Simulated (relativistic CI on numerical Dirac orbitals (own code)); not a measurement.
How well does a small relativistic CI reproduce Rb II?

Computed by Dirac-Coulomb-Breit CI, orbitals from a KLI potential per configuration, model QED (radiative potential, 1s self-energy scaled to tabulated hydrogen-like ionisation energies), valence Slater integrals scaled by 0.85, configuration energies shifted to the measured levels that pair with them (semi-empirical) (own radial code, finite nucleus).

CI space (outside the closed core [Ar] 3d10): 4s2 4p6, 4s2 4p5 5s, 4s2 4p5 4d, 4s2 4p5 5p, 4s2 4p5 6s, 4s2 4p4 4d2, 4s2 4p5 5d, 4s2 4p5 6p, 4s 4p6 4d, 4s2 4p5 4f, 4s2 4p5 6d, 4s2 4p5 5f, 4s2 4p5 5g, 4s2 4p5 6f. Levels of other configurations are missing.

```
Configuration  Term (tabulated)  J  Measured (cm⁻¹)  Computed  Error  Purity (%)
      4s2 4p6                1S  0              0.0         0      0          98
   4s2 4p5 5s           2[3/2]°  2         133341.6    132492   -849          96
   4s2 4p5 5s           2[3/2]°  1         134869.8    134119   -751          53
   4s2 4p5 5s           2[1/2]°  0         138794.4    138376   -418          60
   4s2 4p5 5s           2[1/2]°  1         140610.0    140291   -319          49
   4s2 4p5 4d               3P°  0         143022.3    143343    321          59
   4s2 4p5 4d               3P°  1         143462.0    143769    307          63
   4s2 4p5 4d               3P°  2         143955.9    144534    579          87
   4s2 4p5 5p            2[1/2]  1         154274.0    154552    278          85
   4s2 4p5 5p            2[5/2]  2         156737.0    156785     47          56
   4s2 4p5 5p            2[5/2]  3         156895.5    156862    -33         100
   4s2 4p5 5p            2[3/2]  1         158151.7    158152      0          49
   4s2 4p5 5p            2[3/2]  2         158711.9    158561   -150          71
   4s2 4p5 5p            2[1/2]  0         161200.2    161136    -65          67
   4s2 4p5 5p            2[3/2]  1         163924.5    164071    147          70
   4s2 4p5 5p            2[3/2]  2         164968.0    164970      2          41
   4s2 4p5 5p            2[1/2]  1         165089.6    165078    -11          62
   4s2 4p5 5p            2[1/2]  0         167632.4    167822    189          64
   4s2 4p5 4d               1P°  1         169658.5    170252    594          62
   4s2 4p5 6s           2[3/2]°  2         179735.1    179736      1          99
```

Measured levels from NIST Handbook of Basic Atomic Spectroscopic Data (Sansonetti and Martin, J. Phys. Chem. Ref. Data 34, 1559 (2005)); pairs were made by configuration, J and term (by order where the table uses no LS term), so strongly mixed levels may be paired wrongly.

Mean error by configuration (cm⁻¹): 4s2 4p5 5s -584; 4s2 4p5 4d 450; 4s2 4p5 5p 40; 4s2 4p5 6s 1. Over the excited levels the mean absolute error is 266 cm⁻¹ (19 of the 20 excited levels that our extract of the source holds in range could be paired, and the others can miss by more), and the median relative error of those above 1,000 cm⁻¹ is 0.11 %, both after the shifts were fitted to these levels, so that a configuration with one level shows no error.

Configurations whose levels could be paired with our table of measured levels were shifted onto them, all but the ground configuration, by the median error of their levels; single terms can still be off by 1,000 to 2,000 cm⁻¹ or more, and rates follow the energies as ν³ (E1, M1) or ν⁵ (E2). The others borrow a shift and can be off by several thousand cm⁻¹ or more. The fine structure of a lone outer electron comes out too small, for d and f at times inverted, and misplaced configurations move strength between like terms. 19 of the 20 excited levels that our extract of the measured tables holds in this range could be paired (the sources list more); they are missed by 266 cm⁻¹ on average and 849 at most, after the shifts were fitted to these levels, and levels without a partner can miss by more.

Shifts applied (cm⁻¹): 4s2 4p6 0; 4s2 4p5 5s -10038; 4s2 4p5 4d -7981; 4s2 4p5 5p -7795; 4s2 4p5 6s -7605.
